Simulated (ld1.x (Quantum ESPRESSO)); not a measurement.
**silicon (Si): one change to a PAW potential, before and after**

ld1.x (Quantum ESPRESSO) 7.5 input, shortened:

```
&input
   title='Si', zed=14., rel=1, dft='PBE', iswitch=3,
   config='[Ne] 3s1.75 3p2.25'
 /
 &inputp
   pseudotype=3, lpaw=.true., tm=.true., lloc=-2, rcloc=1.60,
   nlcc=.false.,
   which_augfun='PSQ', rmatch_augfun=1.20
 /
4
3S  1  0   1.75   0.00  1.65  2.05  0.0
3S  1  0   0.00  -0.40  1.65  2.05  0.0
3P  2  1   2.25   0.00  1.65  2.15  0.0
3P  2  1   0.00   1.45  1.65  2.15  0.0
 &test
   configts(1)='3s1.75 3p2.25'
 /
```

All-electron outer shells of the reference configuration (PBE, scalar-relativistic, ld1.x):

| shell | level (eV) | outermost node (bohr) | outermost maximum (bohr) |
| --- | --- | --- | --- |
| 2s | -139.93 | 0.15 | 0.45 |
| 2p | -95.98 | – | 0.39 |
| 3s | -11.01 | 0.72 | 1.77 |
| 3p | -4.23 | 0.72 | 2.14 |

Change: waves 3p (bound): rcut 1.65, rcutus 3.14 bohr; 3p channel at 1.45 Ry: rcut 1.65, rcutus 3.14 bohr.

Cutoffs: the cutoffs (Ry, on a coarse ladder) from which the occupation-weighted sum of valence levels, in a spherical-Bessel basis at the reference potential, stays within 10 and 1 mRy of its value at 400 Ry; they do not see the model core or the augmentation charge, which bear on the density cutoff. Errors are all-electron minus pseudo energies relative to the spin-unpolarised reference configuration.

Task: What does the change do?

Result: The potential gets softer (8 Ry and 15 Ry → 6 Ry and 8 Ry); of the 7 tests that both files solve, the error grows in 0 and shrinks in 3 by more than 15 % and 0.3 meV (median size 1.4 → 0.7 meV); neither file shows a bound ghost. A larger radius leaves more room for a smooth pseudo-wave, so fewer plane waves are needed. That the errors move this way runs against the usual rule that smaller radii transfer better.

```tsv
quantity	base	changed
cutoff, loose	8 Ry	6 Ry
cutoff, tight	15 Ry	8 Ry
bound ghosts	none	none
error for 3s2 3p2, meV [ΔE -1.69 eV]	-1.1	-0.8
error for 3s2 3p1, meV [ΔE 6.05 eV]	-0.7	+0.6
error for 3s2 3p0, meV [ΔE 22.04 eV]	-7.4	-7.8
error for 3s1 3p3, meV [ΔE 5.13 eV]	-1.4	+1.1
error for 3s2 3p2.3, meV [ΔE -2.62 eV]	-0.6	-0.7
error for 3s0 3p4, meV [ΔE 12.09 eV]	-2.8	-0.6
error for 3s2 3p1.5, meV [ΔE 1.23 eV]	-2.0	-0.7
lowest overlap eigenvalue by channel	s 0.46, p 0.81	s 0.46, p 0.14
```
